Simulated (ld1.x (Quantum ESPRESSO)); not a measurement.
**Varying the RRKJ potential for neon (Ne)**

Base potential:

neon, norm-conserving RRKJ (Kleinman–Bylander form), made with ld1.x (Quantum ESPRESSO) 7.5 (PBE, scalar-relativistic). Core [He], reference 2s2 2p5 (charge +1). Waves: 2s (bound): rc 0.70 bohr; 2p (bound): rc 1.20 bohr. Local part: all-electron potential smoothed inside 0.70 bohr (lloc = -1). Core correction: Bessel-smoothed model core, default radius (core density twice the valence density). rho0 = 0.01.

All-electron outer shells of the reference configuration (PBE, scalar-relativistic, ld1.x):

```
shell  level (eV)  outermost node (bohr)  outermost maximum (bohr)
   2s      -55.65                   0.22                      0.67
   2p      -32.28                      –                      0.60
```

Cutoffs, loose and tight: the cutoffs (Ry, on a coarse ladder) from which the occupation-weighted sum of valence levels, in a spherical-Bessel basis at the reference potential, stays within 10 and 1 mRy of its value at 400 Ry. They do not see the model core or the augmentation charge, which bear on the density cutoff. Test errors are all-electron minus pseudo excitation energies from the reference, over the configurations 2s2 2p6; 2s2 2p4; 2s2 2p3; 2s1 2p6; 2s2 2p5.5; 2s2 2p2. A dash means not determined; rows that change the core or the reference have their own tests.

A true bound ghost makes a file unfit for plane-wave use even where its test errors are small: the radial tests pick states by their node count and pass the ghost by.

The default core radius of the base comes out at 0.25 bohr.

| change | outcome | cutoff, loose | cutoff, tight | bound ghosts | largest test error (meV) |
| --- | --- | --- | --- | --- | --- |
| base | generated | 200 Ry | 260 Ry | none | +1547 |
| core correction Bessel-smoothed model core inside 0.70 bohr | generated | 200 Ry | 260 Ry | none | +1552 |
| wave 2p (bound): rc 1.20 bohr becomes 2p (bound): rc 0.98 bohr | generated | 200 Ry | 260 Ry | none | +579 |
| reference 2s2 2p5.75 | generated | 200 Ry | 260 Ry | none | +1834 |
| type ultrasoft; waves now 2s (bound): rcut 0.60, rcutus 0.70 bohr; 2s channel at 0.6 Ry: rcut 0.60, rcutus 0.70 bohr; 2p (bound): rcut 1.05, rcutus 1.20 bohr; 2p channel at 1.7 Ry: rcut 1.05, rcutus 1.20 bohr; local potential all-electron potential smoothed inside 1.10 bohr (lloc = -1); augmentation PSQ, radius 0.55 bohr; rho0 0 | generated | 55 Ry | 120 Ry | none | -122 |
| functional PBEsol | generated | 200 Ry | 260 Ry | none | +1529 |
| local potential all-electron potential smoothed inside 0.95 bohr (lloc = -1) | generated | 200 Ry | 260 Ry | none | +1499 |
| all radii but the core radius scaled by about 1.22 (s 0.86, p 1.46 bohr); local potential all-electron potential smoothed inside 0.86 bohr (lloc = -1) | generated | 180 Ry | 200 Ry | none | +3668 |
| local potential all-electron potential smoothed inside 1.14 bohr (lloc = -1) | generated | 200 Ry | 260 Ry | s | +1313 |
| wave 2s (bound): rc 0.70 bohr becomes 2s (bound): rc 0.84 bohr | generated | 180 Ry | 230 Ry | none | +1513 |
| local potential the p channel | generated | 200 Ry | 260 Ry | none | +844 |
